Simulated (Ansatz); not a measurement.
The first iterations of a band of C3H7Al (11 atoms, charge 0, multiplicity 1).

Theory: RHF/def2-SVP (Ansatz).

```
movable images  : 5
climbing image  : yes
spring          : 5.0 eV/Å²
optimiser       : quadratic models (default)
start path      : IDPP
force threshold : 0.03 eV/Å
iteration limit : 60
end points      : relaxed
```

First end point:

```xyz
11
Properties=species:S:1:pos:R:3
C -0.889 1.375 -0.123
C 0.297 0.874 0.224
C 1.019 -0.248 -0.467
Al -0.119 -1.670 0.309
H -1.369 2.142 0.471
H -1.403 1.063 -1.027
H 0.748 1.242 1.143
H 0.911 -0.192 -1.552
H 2.079 -0.261 -0.212
H 0.104 -2.135 1.804
H -1.314 -2.247 -0.550
```

Last end point:

```xyz
11
Properties=species:S:1:pos:R:3
C -0.891 1.372 -0.127
C 0.296 0.876 0.223
C 1.020 -0.247 -0.464
Al -0.119 -1.668 0.313
H -1.373 2.141 0.462
H -1.401 1.056 -1.032
H 0.746 1.249 1.139
H 0.916 -0.193 -1.549
H 2.078 -0.260 -0.205
H -1.304 -2.258 -0.551
H 0.098 -2.124 1.810
```

| iteration | highest image above the first end (eV) | largest band force component (eV/Å) |
| --- | --- | --- |
| 1 | 0.707 | 1.429 |
| 2 | 0.232 | 0.544 |
| 3 | 0.174 | 1.020 |
| 4 | 0.091 | 0.246 |
| 5 | 0.076 | 0.158 |

Does the band converge within its limit, and where does its top end?

The forces met the threshold. It ended after 15 iterations with the highest image 0.053 eV above the first end. A vibrational analysis at the climbing image gives one clearly imaginary mode, 86i cm⁻¹: a first-order saddle point.

The run took 2.1 min on 1 thread of Arm Neoverse V1 (shared host), peak memory 0.17 GiB.
